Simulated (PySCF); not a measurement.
## Computed NMR parameters against published values

Numbering as in the mapped SMILES `[CH3:1][O:2][C:3](=[O:4])[CH:5]([CH3:6])[CH3:7]` (H(Xn): hydrogen on atom n).

What is known from experiment: δ 13C C5 34.1; C6/C7 19.1; δ 1H H(C5) 2.56; H(C6)/H(C7) 1.17 ppm (measured; solution, not stated per compound (mostly CDCl3 or CCl4); Pretsch, Buehlmann, Badertscher, Structure Determination of Organic Compounds, 4th ed. (2009)).
δ 17O O4 353.2; O2 134.2 ppm (measured; liquid, neat, 295 K; 17O NMR survey of organic solvents and oxofluorinated compounds, PMC5915748).

[PySCF 2.14.0 with density-fitted response routines: NMR shieldings at B97-2/pcSseg-2/GIAO; structure optimised with PBE0-D3(BJ)/def2-TZVP; a single conformation; gas phase; non-relativistic; averaged over atoms made equivalent by symmetry, fast rotation or ring inversion]

(1) What does the calculation give, and how does it compare?

(2) How far are the unscaled 13C shifts from the references?

(3) How far are the unscaled 1H shifts from the references?

Answers

(1) 
Reference values: measured (solution, not stated per compound (mostly CDCl3 or CCl4); Pretsch, Buehlmann, Badertscher, Structure Determination of Organic Compounds, 4th ed. (2009)).
| atoms | quantity | reference | computed | computed, scaled |
| --- | --- | --- | --- | --- |
| C5 | δ 13C | 34.1 | 38.5 | 35.1 |
| C6/C7 | δ 13C | 19.1 | 21.9 | 19.1 |
| H(C5) | δ 1H | 2.56 | 2.53 | 2.52 |
| H(C6)/H(C7) | δ 1H | 1.17 | 1.12 | 1.20 |

Reference values: measured (liquid, neat, 295 K; 17O NMR survey of organic solvents and oxofluorinated compounds, PMC5915748).
| atoms | quantity | reference | computed | computed, scaled |
| --- | --- | --- | --- | --- |
| O4 | δ 17O vs D2O (external) | 353.2 | – | 345.5 |
| O2 | δ 17O vs D2O (external) | 134.2 | – | 139.0 |

Computed shifts are σ(ref) − σ with the named reference compound (TMS for H and C) calculated as an isolated molecule at the same level. The measured values may be among those fitted. Scaled to experiment by linear calibration (H and C: mostly CDCl3 data, vs TMS): 13C: δ = 176.83 − 0.965σ (rms 2.0 ppm, 507 shifts, 2.1 ppm with the 1 outlier that the fit left out); 1H: δ = 29.81 − 0.938σ (rms 0.14 ppm, 293 shifts, 0.16 ppm with the 4 outliers that the fit left out); 17O: δ = 275.01 − 0.945σ (rms 12.8 ppm, 79 shifts vs liquid water, solution or neat liquid). Occasional misses reach two or three times the rms, and more in compound classes unlike the fitted ones.

(2) Mean signed difference +3.60 ppm, mean absolute 3.60 ppm over 2 comparisons; the largest is +4.4 ppm at C5 (sp3 CH α to a carbonyl).

(3) Mean signed difference -0.04 ppm, mean absolute 0.04 ppm over 2 comparisons; the largest is -0.05 ppm at H(C6)/H(C7) (hydrogen on a methyl carbon).
